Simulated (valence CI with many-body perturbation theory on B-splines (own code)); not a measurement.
## Level structure of Lu⁶⁶⁺

Computed by configuration interaction combined with many-body perturbation theory (CI+MBPT): three valence electrons over a frozen Dirac-Fock core [He], a basis of 11 s, 11 p, 9 d, 7 f, 5 g, 2 h, 1 i functions for each j, with the one-electron correlation potential Σ1 (screened to all orders), the two-electron term Σ2, the three-electron term Σ3, Breit, model QED; selected single and double excitations, second order for the rest (own B-spline code, finite nucleus).

No measured spectrum was set against this ion. As an estimate, large intervals hold to a few tenths of a per cent, small ones and those within an open d or f shell to about a per cent.

Levels 91 to 102 of 102, with energies above the lowest level, (2s^2 2p1/2) J=1/2. "Leading %" is the weight of the configuration and term that name the level; weights of strongly mixed levels are sums over their largest components and can fall short. In the jj column 3d3/2^4 stands for four electrons in 3d with j = 3/2.

```tsv
No.	Configuration	Term	J	E (eV)	Leading %	Leading jj	Second component
91	2p²3p	²P°	1/2	11796	87	2p1/2 2p3/2 3p3/2 (99 %)	8 % 2p²3p ⁴D°
92	2p²3d	²G	7/2	11803	54	2p1/2 2p3/2 3d3/2 (99 %)	25 % 2p²3d ²F
93	2p²3d	²D	5/2	11819	37	2p1/2 2p3/2 3d3/2 (98 %)	32 % 2p²3d ²F
94	2p²3d	²D	3/2	11825	47	2p1/2 2p3/2 3d3/2 (99 %)	17 % 2p²3d ²P
95	2p²3d	²P	1/2	11834	38	2p1/2 2p3/2 3d3/2 (100 %)	33 % 2p²3d ⁴P
96	2p²3d	⁴D	7/2	11879	46	2p1/2 2p3/2 3d5/2 (100 %)	39 % 2p²3d ⁴F
97	2p²3d	²G	9/2	11897	65	2p1/2 2p3/2 3d5/2 (100 %)	35 % 2p²3d ⁴F
98	2p²3d	²P	3/2	11898	39	2p1/2 2p3/2 3d5/2 (99 %)	26 % 2p²3d ⁴P
99	2p²3d	²F	5/2	11899	44	2p1/2 2p3/2 3d5/2 (99 %)	20 % 2p²3d ⁴D
100	2p²3d	²D	5/2	11917	58	2p1/2 2p3/2 3d5/2 (99 %)	27 % 2p²3d ⁴P
101	2p²3d	²F	7/2	11923	70	2p1/2 2p3/2 3d5/2 (99 %)	11 % 2p²3d ⁴F
102	2p²3d	²D	3/2	11931	57	2p1/2 2p3/2 3d5/2 (100 %)	30 % 2p²3d ²P
```
